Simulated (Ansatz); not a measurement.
Molecule: 3-methyl-2,5-dihydro-1H-silole, C$_{5}$H$_{10}$Si, charge 0, multiplicity 1. 
Structure (B3LYP-D3(BJ)/def2-TZVP (Ansatz, a first-principles code) minimum search):
```xyz
16

C      2.5183    -0.3663     0.0372
C      1.0263    -0.2365     0.0530
C      0.2006    -1.1896     0.4960
C     -1.2946    -0.9763     0.4773
Si    -1.4446     0.7638    -0.2592
C      0.4155     1.0531    -0.4639
H      2.9068    -0.2576    -0.9801
H      2.9833     0.4242     0.6342
H      2.8453    -1.3300     0.4288
H      0.5972    -2.1273     0.8745
H     -1.8008    -1.7363    -0.1251
H     -1.7226    -1.0492     1.4814
H     -2.0889     1.7362     0.6580
H     -2.1837     0.7939    -1.5456
H      0.7808     1.9124     0.1071
H      0.7098     1.2340    -1.5023
```
Charge 0, spin multiplicity 1.

Basis-set convergence of Hartree-Fock and CCSD correlation energies (hartree) with Ansatz. Valence correlation only, unless marked. No spin-orbit coupling. Non-relativistic.

```tsv
basis	functions	E(HF)	E(corr, CCSD)
cc-pV(D+d)Z	143	-484.10465	-0.86037
cc-pV(T+d)Z	329	-484.16973	-1.01924
cc-pV(Q+d)Z	639	-484.18530	-1.06818
```

Extrapolating the two largest sets (X = 3 and 4) as X^-3: E(corr) = (64·(-1.06818) - 27·(-1.01924))/37 = -1.1039 Eh, an estimate of the basis-set limit. The largest set recovers 96.8 % of it, the smallest 77.9 %.
